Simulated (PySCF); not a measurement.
C2H5N, charge +1, multiplicity 2. Atoms are numbered in the order given.

```xyz
8

C      0.0478     1.2597     0.0000
N     -0.2080    -0.1142     0.0000
C      0.0663    -1.3122     0.0000
H     -0.3758     1.7092    -0.9017
H     -0.3758     1.7092     0.9017
H      1.1419     1.4043     0.0000
H      1.1148    -1.6472     0.0000
H     -0.7337    -2.0613     0.0000
```
Charge +1, spin multiplicity 2.

The structure is a stationary point at PBE0-D3(BJ)/def2-TZVP. The spin state was assumed, not searched.

All values below come from ωB97X/def2-TZVPD in PySCF.

Mulliken values depend strongly on the basis, most of all with diffuse functions as here. ESP charges are fitted to the potential on shells at 1.4 to 2.0 van der Waals radii. Atomic charges (e):

| atom | Mulliken | ESP fit | Mulliken spin |
|---|---|---|---|
| C1 | -0.66 | -0.49 | 0.05 |
| N2 | 0.02 | 0.29 | 0.80 |
| C3 | -0.06 | -0.13 | -0.05 |
| H4 | 0.32 | 0.26 | 0.01 |
| H5 | 0.32 | 0.26 | 0.01 |
| H6 | 0.38 | 0.26 | 0.06 |
| H7 | 0.33 | 0.27 | 0.07 |
| H8 | 0.35 | 0.27 | 0.05 |
